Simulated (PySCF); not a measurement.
## Spin states and ions at one geometry of [Au(CH3)2]−

PySCF 2.14.0, RKS B3LYP, Au def2-SVP with ECP60, C def2-SVP, H def2-SVP; non-relativistic Hamiltonian with scalar-relativistic core potentials where named; density fitting; no spin-orbit coupling; singlets restricted, open shells unrestricted. The geometry is relaxed for charge -1, singlet, vacuum:

```xyz
9

Au    0.0000    0.0000    0.0000
C     0.0000    0.0000    2.1286
H    -0.8872   -0.5122    2.5562
H     0.8872   -0.5122    2.5562
H     0.0000    1.0245    2.5562
C     0.0000    0.0000   -2.1286
H    -0.8872    0.5122   -2.5562
H     0.8872    0.5122   -2.5562
H     0.0000   -1.0245   -2.5562
```

Energies count from the relaxed state; an electron taken off or put on is at rest in vacuum. Charges and spins are Mulliken's.

```
                     state  energy (eV)  spin squared  charge on Au1 (e)  spin on Au1 (e)  dipole about the centre of mass (D)
charge -1, singlet, vacuum         0.00          0.00              -0.25             0.00                                 0.00
charge -1, triplet, vacuum         5.01          2.00              -0.51             1.95                                 0.00
```

Question: What does the state charge 0, doublet, vacuum give?

Answer: energy (eV) 2.99, spin squared 0.76, charge on Au1 (e) -0.13, spin on Au1 (e) -0.06, dipole about the centre of mass (D) 0.00.

With an electron taken off (doublet) the charges change, summed by element, by Au +0.13 e, C +0.19 e, H +0.68 e. The vertical ionisation energy is 2.99 eV, against −ε(HOMO) = 0.83 eV of the relaxed state. The level lies 2.2 eV too high, as is usual for semilocal functionals and global hybrids, which keep a self-interaction error.

Open shells may have lower solutions than those found.

No frequency check is given that shows the relaxed geometry to be a minimum.
